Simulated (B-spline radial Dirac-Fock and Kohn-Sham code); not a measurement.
## How the binding energies of Ag⁺ add up

System: the Ag⁺ ion, [Kr] 4d10, inside a Watson sphere of charge -1 and radius 1.6 Å (a model of the Madelung potential; inside it an electron's potential energy is raised by 9.0 eV); nuclear rms radius 4.5454 fm (A = 107).

The computed values come from a radial atomic solver: multi-electron Dirac-Fock with separately optimised hole states, Breit and Lamb-shift corrections added in first order. Electron correlation is not included. Energies are counted from the vacuum level.

All terms are in eV, carry their sign (relaxation lowers the binding energy) and add up to the binding energy; ⟨r⟩ is the mean radius of the orbital in the initial state.

```
  subshell  −ε (Koopmans)  relaxation   Breit     QED  binding energy  ⟨r⟩ (bohr)
    K (1s)        25663.9      -64.17  -52.12  -26.30         25521.4       0.031
   L1 (2s)         3863.1      -34.71   -4.66   -3.18          3820.6       0.134
L2 (2p1/2)         3578.5      -37.93   -7.93    0.27          3532.9       0.114
L3 (2p3/2)         3402.2      -36.93   -5.23   -0.08          3360.0       0.119
   M1 (3s)          744.5      -14.91   -0.62   -0.63           728.3       0.366
M2 (3p1/2)          630.0      -15.29   -1.14    0.05           613.6       0.359
M3 (3p3/2)          597.9      -14.87   -0.65   -0.02           582.3       0.369
M4 (3d3/2)          397.2      -16.10   -0.30    0.06           380.8       0.343
M5 (3d5/2)          390.8      -15.92   -0.10    0.04           374.8       0.346
   N1 (4s)          115.6       -4.47   -0.09   -0.11           110.9       0.921
N2 (4p1/2)          77.70       -3.93   -0.15    0.01           73.62       0.990
N3 (4p3/2)          72.35       -3.67   -0.07    0.00           68.60       1.019
N4 (4d3/2)          13.67       -2.29   -0.01    0.00           11.38       1.359
N5 (4d5/2)          13.01       -2.19    0.01    0.00           10.83       1.383
```

For the deepest level, K (1s), the Breit terms make up -0.204 % of the binding energy, QED -0.103 % and orbital relaxation -0.251 %.

Spin-orbit splittings: 2p 172.9 eV, 3p 31.27 eV, 3d 6.03 eV, 4p 5.03 eV, 4d 0.55 eV.
